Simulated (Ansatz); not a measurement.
Ansatz (a first-principles code) input (wB97X-V/def2-TZVP):

Ansatz 0.2 input:
```yaml
crystal:
  periodic: [false, false, false]
  atoms:
    - {symbol: Br, position_ang: [-0.00000000, -0.00000000, -1.15786779]}
    - {symbol: Br, position_ang: [0.00000000, 0.00000000, 1.15786779]}
basis:
  gaussian:
    orbitals: def2-TZVP
hamiltonian:
  xc: {name: wB97X-V}
relax: {f_tol: 0.003, max_steps: 100}
```

Output:

```
Functional definition: wB97X-V
integrals: 0.04 GiB planned
684 factors; integrals over basis functions are off by at most 2.7e-4 eV
integrals: 0.10 GiB planned
119 factors; integrals over basis functions are off by at most 3.7e-5 eV
mean field: 0.47 GiB planned
mean field evaluation 1: about -140079.1645 eV, gradient 1.3e1 eV
mean field evaluation 2: about -140079.3755 eV, gradient 8.3e0 eV
mean field evaluation 4: about -140079.4717 eV, gradient 2.1e-1 eV
mean field evaluation 8: about -140079.5020 eV, gradient 1.5e-3 eV
mean field -140079.50202445 eV, -5147.8267501019 hartree, gradient 2.4e-5 eV, S^2 0.000000; 0 other end points of the search recorded, 0 dependent functions left out
the calculation of the forces begins
reference -140079.50202322 eV, -5147.8267500566 hartree; 35, 35 occupied and 61, 61 virtual orbitals, 684 factors
relax step   1: F+E_penalty+E_count = -140079.50202445 eV  Δ(F+E_penalty+E_count) = +0.000e0 eV  max|allowed force component| = 6.693e-1 eV/Å  Δτ_max = 0.0000 Å  (27 SCF iters, accepted)
these checks for a lower state are left out or cut short: starts, cluster_reference, orbital_swaps, neighbouring_geometries, increment
integrals: 0.04 GiB planned
684 factors; integrals over basis functions are off by at most 2.5e-4 eV
integrals: 0.10 GiB planned
119 factors; integrals over basis functions are off by at most 3.7e-5 eV
mean field: 0.47 GiB planned
mean field evaluation 16: about -140079.4822 eV, gradient 8.3e-3 eV
mean field -140079.51523511 eV, -5147.8272355845 hartree, gradient 6.9e-6 eV, S^2 0.000000; 0 other end points of the search recorded, 0 dependent functions left out
the calculation of the forces begins
reference -140079.51523388 eV, -5147.8272355394 hartree; 35, 35 occupied and 61, 61 virtual orbitals, 684 factors
relax step   2: F+E_penalty+E_count = -140079.51523511 eV  Δ(F+E_penalty+E_count) = -1.321e-2 eV  max|allowed force component| = 2.061e-1 eV/Å  Δτ_max = 0.0266 Å  (34 SCF iters, accepted)
these checks for a lower state are left out or cut short: starts, cluster_reference, orbital_swaps, neighbouring_geometries, increment
integrals: 0.04 GiB planned
684 factors; integrals over basis functions are off by at most 2.6e-4 eV
integrals: 0.10 GiB planned
119 factors; integrals over basis functions are off by at most 3.7e-5 eV
mean field: 0.47 GiB planned
mean field -140079.51640825 eV, -5147.8272786968 hartree, gradient 6.6e-6 eV, S^2 0.000000; 0 other end points of the search recorded, 0 dependent functions left out
the calculation of the forces begins
reference -140079.51640702 eV, -5147.8272786516 hartree; 35, 35 occupied and 61, 61 virtual orbitals, 684 factors
relax step   3: F+E_penalty+E_count = -140079.51640825 eV  Δ(F+E_penalty+E_count) = -1.173e-3 eV  max|allowed force component| = 1.108e-3 eV/Å  Δτ_max = 0.0058 Å  (34 SCF iters, accepted)
integrals: 0.04 GiB planned
684 factors; integrals over basis functions are off by at most 2.6e-4 eV
integrals: 0.10 GiB planned
119 factors; integrals over basis functions are off by at most 3.7e-5 eV
mean field: 0.47 GiB planned
mean field evaluation 32: about -140079.5164 eV, gradient 6.6e-6 eV
mean field -140079.51640825 eV, -5147.8272786968 hartree, gradient 6.6e-6 eV, S^2 0.000000; 1 other end points of the search recorded, 0 dependent functions left out
the calculation of the forces begins
reference -140079.51640702 eV, -5147.8272786516 hartree; 35, 35 occupied and 61, 61 virtual orbitals, 684 factors
Total energy: -140079.51640702 eV, -5147.8272786516 hartree
Atom 0 at    -0.000000    -0.000000    -1.137036 Å, force    -0.000000     0.000000     0.001108 eV/Å
Atom 1 at     0.000000     0.000000     1.137036 Å, force     0.000000    -0.000000    -0.001108 eV/Å
Dipole moment:     0.000000    -0.000000    -0.000000 e Å
```
